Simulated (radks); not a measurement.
Excited configurations of neutral neon: one electron is placed in a higher orbital outside [He] 2s2 2p5. The ground configuration is [Ne]. Method: scalar-relativistic Kohn-Sham, SCAN, spin-polarised, spherical densities, finite nucleus; open shells are filled with parallel spins first; meta-GGA in the generalised Kohn-Sham scheme; Fermi nuclear charge, rms radius 3.0055 fm; computed with a radial shooting solver on a logarithmic mesh with Libxc functionals. Excitation = E - E(ground); binding = E(ion) - E, where the ion is the core of charge +1; n* = 1/sqrt(2 binding) in atomic units, and the quantum defect is n - n*.

| outer orbital | excitation (eV) | binding (eV) | n* | quantum defect | eigenvalue (eV) | <r> (bohr) |
|---|---|---|---|---|---|---|
| 4p | 21.022 | 1.472 | 3.041 | 0.959 | -0.893 | 13.51 |
| 5f | 21.895 | 0.598 | 4.768 | 0.232 | -0.349 | 30.88 |
| 7f | 22.172 | 0.321 | 6.506 | 0.494 | -0.209 | 65.12 |

The Delta-SCF ionisation energy is 22.494 eV (NIST Atomic Spectra Database: 21.565 eV, measured). Self-interaction in the functional shifts the binding energies and quantum defects, so they are the method's values and not measured ones. Open shells are spherical and high-spin; term and fine-structure splittings are not resolved.
